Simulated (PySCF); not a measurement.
Record of a relaxation.

Compound: 2-(methylthio)pyridine, C6H7NS.
Bonds: C1–S2, S2–C3, C3–C4 (aromatic), C4–C5 (aromatic), C5–C6 (aromatic), C6–C7 (aromatic), C7–N8 (aromatic), C3–N8 (aromatic). Hydrogens: H9, H10, H11 on C1; H12 on C4; H13 on C5; H14 on C6; H15 on C7.

Computed by this run: PySCF 2.14.0, PBE0-D3(BJ)/def2-SVP geometry optimisation, gas phase; density fitting, grid level 2; the optimiser is geomeTRIC in internal coordinates, started from a GFN2-xTB structure. The frame can shift and turn from step to step; on so coarse a grid that alone can change the energy by a few meV, and forces under 0.02 eV/Å are noise.

Step 0: E = -18639.6757 eV, largest atomic force 0.758 eV/Å
```
atom  x, y, z in Å  |  force x, y, z in eV/Å
C1      2.852   -0.314    0.025   -0.476   0.582   0.096
S2      1.873    1.189    0.282    0.290   0.124   0.031
C3      0.252    0.539    0.108    0.514  -0.123  -0.006
C4     -0.844    1.395    0.241    0.004  -0.068  -0.017
C5     -2.104    0.854    0.100    0.096  -0.106  -0.016
C6     -2.232   -0.506   -0.165   -0.023   0.050   0.005
C7     -1.078   -1.259   -0.277   -0.020   0.000   0.001
N8      0.138   -0.754   -0.145    0.205  -0.057  -0.003
H9      3.894   -0.026    0.112    0.426   0.157   0.044
H10     2.638   -0.708   -0.963   -0.013  -0.262  -0.349
H11     2.584   -1.042    0.784   -0.029  -0.373   0.226
H12    -0.686    2.441    0.446    0.011   0.518   0.101
H13    -2.980    1.480    0.194   -0.372   0.276   0.043
H14    -3.202   -0.963   -0.281   -0.437  -0.226  -0.057
H15    -1.110   -2.321   -0.482   -0.177  -0.494  -0.101
```

Step 1: E = -18639.7222 eV, largest atomic force 0.089 eV/Å
```
atom  x, y, z in Å  |  force x, y, z in eV/Å
C1      2.967   -0.180    0.058    0.010  -0.076  -0.013
S2      1.947    1.278    0.308   -0.019  -0.013  -0.003
C3      0.335    0.589    0.127   -0.078   0.016   0.000
C4     -0.766    1.455    0.260    0.037   0.065   0.015
C5     -2.037    0.924    0.120   -0.069   0.049   0.007
C6     -2.183   -0.440   -0.146   -0.035  -0.028  -0.006
C7     -1.028   -1.204   -0.258   -0.001  -0.070  -0.014
N8      0.201   -0.707   -0.125    0.086   0.022   0.008
H9      4.012    0.152    0.154   -0.057  -0.004  -0.003
H10     2.793   -0.608   -0.939    0.024   0.018   0.023
H11     2.741   -0.945    0.815    0.026   0.025  -0.014
H12    -0.612    2.517    0.469   -0.005  -0.036  -0.008
H13    -2.916    1.568    0.217    0.040  -0.018  -0.003
H14    -3.168   -0.898   -0.264    0.031   0.016   0.004
H15    -1.093   -2.280   -0.466    0.009   0.036   0.007
```

Step 2: E = -18639.7228 eV, largest atomic force 0.053 eV/Å
```
atom  x, y, z in Å  |  force x, y, z in eV/Å
C1      2.961   -0.187    0.057   -0.009  -0.017  -0.003
S2      1.947    1.277    0.308    0.017   0.012   0.003
C3      0.333    0.596    0.129   -0.018  -0.001  -0.001
C4     -0.770    1.461    0.262    0.022   0.008   0.002
C5     -2.039    0.926    0.120    0.022  -0.021  -0.003
C6     -2.177   -0.440   -0.146   -0.046  -0.025  -0.006
C7     -1.020   -1.203   -0.257   -0.007   0.047   0.009
N8      0.206   -0.700   -0.123    0.013  -0.025  -0.004
H9      4.004    0.145    0.152    0.004   0.010   0.002
H10     2.789   -0.613   -0.940    0.003   0.007   0.001
H11     2.737   -0.951    0.813    0.003   0.007   0.002
H12    -0.618    2.523    0.470    0.003  -0.003  -0.001
H13    -2.919    1.567    0.216    0.001  -0.004  -0.001
H14    -3.159   -0.901   -0.264   -0.007   0.000   0.000
H15    -1.081   -2.278   -0.465   -0.001   0.005   0.001
```

Step 3: E = -18639.7227 eV, largest atomic force 0.090 eV/Å
```
atom  x, y, z in Å  |  force x, y, z in eV/Å
C1      2.964   -0.187    0.057   -0.014   0.006   0.001
S2      1.946    1.275    0.309    0.011   0.002   0.001
C3      0.332    0.594    0.129    0.020   0.022   0.005
C4     -0.768    1.460    0.261   -0.006  -0.049  -0.010
C5     -2.038    0.924    0.120   -0.032   0.018   0.003
C6     -2.183   -0.441   -0.147    0.079   0.042   0.010
C7     -1.024   -1.201   -0.256   -0.017  -0.046  -0.009
N8      0.204   -0.702   -0.123   -0.032  -0.001  -0.001
H9      4.004    0.150    0.153    0.018   0.005   0.002
H10     2.795   -0.613   -0.940   -0.003   0.000  -0.007
H11     2.743   -0.951    0.814   -0.004  -0.003   0.007
H12    -0.616    2.522    0.469   -0.002   0.007   0.001
H13    -2.916    1.567    0.216   -0.015   0.012   0.002
H14    -3.166   -0.900   -0.265   -0.002   0.000   0.000
H15    -1.085   -2.276   -0.464   -0.002  -0.015  -0.003
```

Step 4: E = -18639.7230 eV, largest atomic force 0.025 eV/Å
```
atom  x, y, z in Å  |  force x, y, z in eV/Å
C1      2.965   -0.186    0.057   -0.007   0.003   0.000
S2      1.946    1.275    0.308    0.004  -0.003   0.000
C3      0.332    0.592    0.129    0.008   0.008   0.002
C4     -0.768    1.459    0.261   -0.005  -0.015  -0.003
C5     -2.039    0.925    0.120   -0.004  -0.001   0.000
C6     -2.182   -0.440   -0.146    0.021   0.012   0.003
C7     -1.026   -1.203   -0.257   -0.006  -0.010  -0.002
N8      0.203   -0.704   -0.123   -0.007   0.005   0.001
H9      4.005    0.153    0.153    0.007   0.001   0.000
H10     2.796   -0.612   -0.940   -0.001   0.000  -0.004
H11     2.744   -0.950    0.814   -0.002  -0.001   0.004
H12    -0.614    2.520    0.469    0.000   0.004   0.001
H13    -2.917    1.569    0.216   -0.005   0.003   0.000
H14    -3.165   -0.898   -0.264   -0.002  -0.002   0.000
H15    -1.088   -2.277   -0.464   -0.001  -0.005  -0.001
```

Q: Summarise the path.

A: The energy falls by 0.0473 eV from step 0 to step 4; nine tenths of that is first reached at step 1. It never rises by more than 0.2 meV. The largest force goes from 0.758 to 0.025 eV/Å. Among the bonds C4–H12 changes most (a near tie, within 0.001 Å, with another), from 1.078 to 1.092 Å; the atoms move by 0.048 Å rms after alignment.

Q: Follow the three bonds and two angles with the largest change from start to end.

A: 
| step | E above end (eV) | largest force (eV/Å) | C4–H12 (Å) | C7–H15 (Å) | C1–H9 (Å) | S2–C1–H11 (°) | S2–C1–H10 (°) |
| --- | --- | --- | --- | --- | --- | --- | --- |
| 0 | 0.0473 | 0.758 | 1.078 | 1.082 | 1.085 | 108.9 | 108.9 |
| 1 | 0.0008 | 0.089 | 1.093 | 1.097 | 1.100 | 110.6 | 110.6 |
| 2 | 0.0002 | 0.053 | 1.092 | 1.096 | 1.098 | 110.8 | 110.8 |
| 3 | 0.0002 | 0.090 | 1.092 | 1.096 | 1.098 | 110.8 | 110.8 |
| 4 | 0.0000 | 0.025 | 1.092 | 1.096 | 1.098 | 110.8 | 110.8 |

The cost below is that of the whole optimisation. On one thread, Intel Xeon Platinum 8259CL at 2.50 GHz (x86_64), shared host with 48 logical CPUs at a one-minute load of 47, this took 1.8 min of wall time and 0.74 GiB of memory at its peak.
